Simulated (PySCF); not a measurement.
## UHF on Br⁻ (bromine, charge -1)

Configuration: [Kr], closed-shell 1S. Calculation: PySCF 2.14, in aug-cc-pV5Z-PP with ECP10MDF (8s7p6d4f3g2h, 136 functions); scalar relativity through the core potential.

```
Total energy             : -415.579182 hartree
One-electron energy      : -738.0246 hartree
Hartree (Coulomb) energy : 352.4769 hartree
Exchange energy          : -30.0315 hartree
⟨S²⟩                     : 0.0000
⟨L²⟩                     : 0.000
Sum of ⟨r⟩               : 27.63 bohr
Sum of ⟨r²⟩              : 52.67 bohr²
Time after the integrals : about 7 core-seconds
```

```tsv
shell	electrons	mean orbital energy (hartree)	rms radius, mean of both spins (bohr)
3s	2	-9.52314	0.590
3p	6	-7.27045	0.609
3d	10	-2.82151	0.644
4s	2	-0.71241	1.89
4p	6	-0.13748	2.53
```

Energies and moments cover only the electrons outside the core potential.
